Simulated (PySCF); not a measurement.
**Nuclear repulsion and electron count by hand**

System: HAl, singlet, at a GFN2-xTB geometry (such geometries of metal compounds can be far from the true shape). Level: CAMB3LYP/def2-TZVP (PySCF). Sums are taken with unrounded values, so a last digit can differ.

Coordinates (Å):

```
atom        x        y         z
----  -------  -------  --------
Al1   0.00000  0.00000  -0.11522
H2    0.00000  0.00000   1.49785
```

Work out the nuclear repulsion energy and the numbers of alpha and beta electrons.

In atomic units each pair adds Z_i Z_j / r_ij, with r in bohr (1 bohr = 0.529177 Å).
| pair | r (Å) | r (bohr) | Z_i Z_j | term (Eh) |
|---|---|---|---|---|
| Al1-H2 | 1.6131 | 3.0483 | 13 | 4.2647 |
The sum is 4.2647 Eh; PySCF gives 4.2647 Eh. The atomic numbers add up to 14, so at charge +0 there are 14 electrons; multiplicity 1 means 0 unpaired, so 7 alpha and 7 beta.
